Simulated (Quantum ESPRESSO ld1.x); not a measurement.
Q: The mean radii <r> (bohr) of the occupied orbitals of an atom or ion are listed with their occupations. Method: scalar-relativistic Kohn-Sham, LDA (Slater exchange, Perdew-Zunger correlation), spin-unpolarised, spherical densities, point nucleus; computed with ld1.x of Quantum ESPRESSO 7.5.

| orbital | occ. | <r> |
|---|---|---|
| 1s | 2 | 0.03110 |
| 2s | 2 | 0.1314 |
| 2p | 5 | 0.1139 |

Name the element and its charge.

A: Z = 47, silver, charge +38: Ag38+ in [He] 2s2 2p5. The 1s radius gives Z: for a bare nucleus <r> = (2 gamma + 1)/(2Z) with gamma = sqrt(1 - (Z/c)^2), 0.03062 bohr for Z = 47, and screening makes it slightly larger (0.03110 here). The occupations add up to 9, and the charge is Z minus that.
